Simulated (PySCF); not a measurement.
Two species compared at the same levels of theory.

First species: C6H11N2 (charge +1).
Geometry (GFN2-xTB, Å), atoms numbered from 1 in this order:
```xyz
19
C6H11N2 angstrom
C      2.9726   -0.0668    0.2413
C      1.4954   -0.0354    0.1203
C      0.6685    1.0833    0.0938
N     -0.6011    0.6823   -0.0249
C     -1.7861    1.4868   -0.0909
N     -0.6277   -0.6565   -0.0767
C     -1.8429   -1.4066   -0.2037
C      0.6266   -1.1141    0.0090
H      3.4317    0.4816   -0.5784
H      3.2869    0.4037    1.1706
H      3.3341   -1.0899    0.2261
H      0.9317    2.1207    0.1526
H     -2.4583    1.2577    0.7382
H     -1.5034    2.5352   -0.0295
H     -2.3152    1.3227   -1.0314
H     -2.3642   -1.1488   -1.1274
H     -2.5068   -1.2178    0.6420
H     -1.6008   -2.4665   -0.2255
H      0.8492   -2.1624   -0.0130
```

Second species: C6H4N2.
Numbering: `[N:1]#[C:2][c:3]1[cH:4][cH:5][cH:6][n:7][cH:8]1` (hydrogens: H9 on C4; H10 on C5; H11 on C6; H12 on C8)

Structure used (GFN2-xTB), in Å, numbered top down from 1:
```
atom  x, y, z in Å
N1     3.3807    0.8743   -0.0786
C2     2.2816    0.5505   -0.0530
C3     0.9284    0.1458   -0.0218
C4    -0.1059    1.0836   -0.0037
C5    -1.4095    0.6233    0.0254
C6    -1.6275   -0.7484    0.0355
N7    -0.6513   -1.6408    0.0183
C8     0.5928   -1.2128   -0.0098
H9     0.1183    2.1405   -0.0123
H10   -2.2395    1.3118    0.0395
H11   -2.6295   -1.1553    0.0586
H12    1.3627   -1.9730   -0.0240
```

Levels: CAM-B3LYP/def2-SVPD for HOMO energy, LUMO energy, HOMO–LUMO gap, static isotropic polarisability and electronic spatial extent ⟨r²⟩ about the centre of nuclear charge; TDDFT CAM-B3LYP/def2-SVPD for lowest singlet excitation; TDA CAM-B3LYP/def2-SVPD for lowest triplet excitation (Tamm–Dancoff); GFN2-xTB for rotational constant A and rotational constant C. Geometries: GFN2-xTB. Each structure is a single optimised conformer of the isolated species, non-relativistic unless stated; the electronic structure was computed with PySCF and density fitting.

Values for the first species:

* HOMO energy: -13.18 eV
* LUMO energy: -4.26 eV
* HOMO–LUMO gap: 8.92 eV
* Lowest singlet excitation: 5.87 eV
* Lowest triplet excitation (Tamm–Dancoff): 4.24 eV
* Static isotropic polarisability: 78.5 au
* Electronic spatial extent ⟨r²⟩ about the centre of nuclear charge: 1011 bohr²
* Rotational constant A: 4.001 GHz
* Rotational constant C: 1.205 GHz

**Question.** Estimate the same properties for the second species, and the change in each.

**Answer.** 
```csv
property,first,second,second less first
HOMO energy,-13.18 eV,-9.45 eV,+3.73 eV
LUMO energy,-4.26 eV,-0.94 eV,+3.32 eV
HOMO–LUMO gap,8.92 eV,8.51 eV,-0.41 eV
lowest singlet excitation,5.87 eV,4.80 eV,-1.07 eV
lowest triplet excitation (Tamm–Dancoff),4.24 eV,3.89 eV,-0.35 eV
static isotropic polarisability,78.5 au,77.3 au,-1.2 au
electronic spatial extent ⟨r²⟩ about the centre of nuclear charge,1011 bohr²,878 bohr²,-133 bohr²
rotational constant A,4.001 GHz,5.913 GHz,+1.912 GHz
rotational constant C,1.205 GHz,1.257 GHz,+0.052 GHz
```

On the first: The vertical singlet–triplet gap S1 − T1 is 1.63 eV (TDDFT singlet less Tamm–Dancoff triplet; S1: HOMO→LUMO, weight 0.95; T1: HOMO→LUMO, weight 0.97). No computed singlet falls in the visible range (750 to 380 nm, 1.65 to 3.26 eV); S1 lies 2.61 eV above its blue end.

On the second: The polarisability is 11.46 Å³ as a volume (1 au = 0.148185 Å³), or 1.43 au for each of the 54 electrons. The vertical singlet–triplet gap S1 − T1 is 0.91 eV (TDDFT singlet less Tamm–Dancoff triplet; S1: HOMO−1→LUMO, weight 0.97; T1: HOMO→LUMO, weight 0.78).
